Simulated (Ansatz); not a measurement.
Basis sets compared for Mo2O6 (the lowest singlet isomer of a short search). The state is a singlet with charge 0. Geometry r2SCAN-D4/def2-SVP. Ansatz on 2 threads of AMD EPYC 7R13 on a shared host; times are rough, and most runs start from earlier orbitals.

```xyz
8

Mo   -0.0300    0.9238    1.1004
Mo    0.0299   -0.9238   -1.1004
O    -0.4771   -2.5284   -1.0349
O     0.5775   -0.5673   -2.6525
O    -1.1666    0.3551   -0.3299
O     1.1666   -0.3552    0.3300
O     0.4771    2.5284    1.0347
O    -0.5775    0.5675    2.6526
```

In the def2 sets Mo takes a core potential; there is no spin–orbit coupling. The structure comes from a short search, and lower isomers may exist.

Binding counts from free atoms (Mo septet, O triplet) in the same basis, without a counterpoise term.

| level | functions | energy (Eh) | HOMO (eV) | LUMO (eV) | binding per atom (eV) | wall time |
| --- | --- | --- | --- | --- | --- | --- |
| PBE-D4/def2-SVP | 146 | -587.3674 | -8.32 | -5.52 | 5.70 | 2.8 s |
| PBE-D4/def2-TZVP | 266 | -587.9539 | -8.31 | -5.52 | 5.60 | 4.8 s |
| r2SCAN-D4/def2-TZVP | 266 | -588.1811 | -8.71 | -5.51 | 5.18 | 9 s |
| PBE0-D4/def2-SVP | 146 | -587.1704 | -10.09 | -4.95 | 4.95 | 4 s |
| PBE0-D4/def2-TZVP (with forces) | 266 | -587.7642 | -10.00 | -4.87 | 4.91 | 14 s |

**Question.** Estimate the rows for PBE-D4/def2-TZVPD, r2SCAN-D4/def2-TZVPD, PBE0-D4/def2-TZVPD.

**Answer.** 
```json
{"level": "PBE-D4/def2-TZVPD", "functions": "320", "energy (Eh)": "-587.9602", "HOMO (eV)": "-8.32", "LUMO (eV)": "-5.52", "binding per atom (eV)": "5.61", "wall time": "2.7 s"}
{"level": "r2SCAN-D4/def2-TZVPD", "functions": "320", "energy (Eh)": "-588.1882", "HOMO (eV)": "-8.69", "LUMO (eV)": "-5.48", "binding per atom (eV)": "5.19", "wall time": "2.6 s"}
{"level": "PBE0-D4/def2-TZVPD", "functions": "320", "energy (Eh)": "-587.7713", "HOMO (eV)": "-9.99", "LUMO (eV)": "-4.85", "binding per atom (eV)": "4.92", "wall time": "3 s"}
```
